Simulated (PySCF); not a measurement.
Job file and geometry (Å, from GFN2-xTB) of an NMR shielding run on SMILES ClB(Cl)[B@@H-]1OC=CC=[O+]1, C3H4B2Cl2O2, GIAO PBE0/pcSseg-1 NMR shielding, non-relativistic, gas phase in PySCF 2.14.0, density-fitted response routines; density fitting, a coarse starting grid and PySCF grid level 2 are the driver's defaults:

```
$ OMP_NUM_THREADS=1 python probes_run.py task.json out

{"job": {"kind": "nmr", "xc": "PBE0", "basis": "pcSseg-1"}, "charge": 0, "multiplicity": 1}
Cl     3.148690     0.964950    -1.031122
B      1.858308    -0.168411    -1.185419
Cl     1.595597    -0.773159    -2.781880
B      0.923842    -0.683346     0.175860
O     -0.428798    -1.286237    -0.292799
C     -1.502566    -0.637759    -0.176114
C     -1.627412     0.591327     0.464306
C     -0.503549     1.065054     1.133355
O      0.635544     0.526241     1.105140
H      1.444128    -1.512914     0.852579
H     -2.389044    -1.126202    -0.584001
H     -2.572737     1.095114     0.530232
H     -0.586392     1.945828     1.772134
```

Question: What does the program print?

Answer: 
```
coarse grid: 13336 points
cycle   1  E = -1236.4508937093  dE =  1.610e+00  |g| = 7.595e-01  |ddm| = 3.426e+00
cycle   2  E = -1236.2094202150  dE =  2.415e-01  |g| = 1.378e+00  |ddm| = 1.533e+00
cycle   3  E = -1236.5599310725  dE = -3.505e-01  |g| = 1.742e-01  |ddm| = 1.089e+00
cycle   4  E = -1236.5662934837  dE = -6.362e-03  |g| = 5.857e-02  |ddm| = 1.905e-01
cycle   5  E = -1236.5671031080  dE = -8.096e-04  |g| = 8.907e-03  |ddm| = 5.670e-02
cycle   6  E = -1236.5671220157  dE = -1.891e-05  |g| = 2.563e-03  |ddm| = 1.106e-02
cycle   7  E = -1236.5671234928  dE = -1.477e-06  |g| = 8.426e-04  |ddm| = 3.123e-03
final grid: 123440 points
cycle   8  E = -1236.6330973910  dE = -3.320e-05  |g| = 1.357e-02  |ddm| = 2.492e-02
cycle   9  E = -1236.6330247797  dE =  7.261e-05  |g| = 2.385e-02  |ddm| = 2.271e-02
cycle  10  E = -1236.6331297189  dE = -1.049e-04  |g| = 2.053e-03  |ddm| = 1.654e-02
cycle  11  E = -1236.6331306879  dE = -9.690e-07  |g| = 4.370e-04  |ddm| = 2.640e-03
cycle  12  E = -1236.6331307313  dE = -4.340e-08  |g| = 1.162e-04  |ddm| = 5.152e-04
cycle  13  E = -1236.6331307346  dE = -3.276e-09  |g| = 2.282e-05  |ddm| = 1.255e-04
cycle  14  E = -1236.6331307347  dE = -1.223e-10  |g| = 7.514e-06  |ddm| = 2.650e-05
converged SCF energy = -1236.6331307347

GIAO shielding tensors (ppm)
atom      isotropic    diamagn.    paramagn.     s11        s22        s33       span
  0 Cl     629.865    1147.822    -517.957    282.111    662.037    945.446    663.335
  1 B       25.065     194.201    -169.136    -50.475     30.676     94.995    145.471
  2 Cl     626.720    1148.092    -521.372    263.230    669.749    947.181    683.951
  3 B       97.438     186.059     -88.622     84.254    102.104    105.955     21.702
  4 O       52.318     397.899    -345.581   -188.591    -10.836    356.381    544.973
  5 C       -1.271     247.810    -249.081   -105.970    -12.708    114.866    220.836
  6 C       82.337     261.282    -178.946    -26.691    118.770    154.931    181.622
  7 C       -1.106     247.872    -248.979   -105.302    -12.453    114.435    219.737
  8 O       53.596     397.785    -344.189   -185.446     -9.068    355.300    540.746
  9 H       27.392      28.445      -1.053     26.222     27.523     28.432      2.210
 10 H       23.919      27.979      -4.060     22.103     24.228     25.428      3.325
 11 H       26.405      31.349      -4.944     24.882     27.100     27.234      2.352
 12 H       24.002      28.018      -4.016     22.078     24.360     25.567      3.489
```

Size and cost of the density-fitted run: 187 basis functions, 59 s wall time on 1 thread of an Arm Neoverse N1, shared host; peak memory 0.83 GiB.
